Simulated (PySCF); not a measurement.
C₃H₃FO₂, SMILES FC1=COCO1. Atoms are numbered in the order given.

```xyz
9

F     -0.0781    -2.0358     0.0000
C      0.0669    -0.7337     0.0000
C      1.1522     0.0393     0.0000
O      0.7517     1.3702     0.0000
C     -0.6695     1.3539     0.0000
O     -1.0877    -0.0151     0.0000
H      2.2127    -0.1855     0.0000
H     -1.0595     1.8551     0.9062
H     -1.0595     1.8551    -0.9062
```

Geometry optimised at B3LYP-D3(BJ)/def2-SVP. The geometry has at least one imaginary mode, so it is a saddle point at that level. The values are those of a single conformer.

The numbers are results of PySCF 2.14.0 with TDDFT-PBE/def2-SVPD, not measurements.

Vertical excitations. Gas-phase values at a fixed geometry. State labels are in the subgroup Cs.

| state | symmetry | energy (eV) | λ (nm) | f | main pairs |
|---|---|---|---|---|---|
| S1 | A" | 4.69 | 264 | 0.017 | HOMO→LUMO+1 97 % |
| S2 | A" | 4.98 | 249 | 0.002 | HOMO→LUMO+2 97 % |
| S3 | A" | 5.63 | 220 | 0.000 | HOMO→LUMO+3 99 % |
| S4 | A' | 5.73 | 216 | 0.079 | HOMO→LUMO 87 % |
| S5 | A" | 5.97 | 208 | 0.000 | HOMO→LUMO+4 99 % |
| S6 | A' | 6.19 | 200 | 0.028 | HOMO→LUMO+5 92 % |
| S7 | A" | 6.40 | 194 | 0.002 | HOMO→LUMO+6 99 % |
| S8 | A" | 6.89 | 180 | 0.010 | HOMO→LUMO+7 99 % |
| S9 | A" | 7.55 | 164 | 0.011 | HOMO→LUMO+8 99 % |
| S10 | A' | 7.67 | 162 | 0.037 | HOMO→LUMO+9 98 % |
| T1 | A' | 3.88 | 319 | 0 | HOMO→LUMO 98 % |
| T2 | A" | 4.53 | 273 | 0 | HOMO→LUMO+1 99 % |
| T3 | A" | 4.81 | 258 | 0 | HOMO→LUMO+2 98 % |
| T4 | A" | 5.51 | 225 | 0 | HOMO→LUMO+3 99 % |
Triplets are in the Tamm–Dancoff approximation, which puts them higher than full response would, so one can lie above its singlet here.
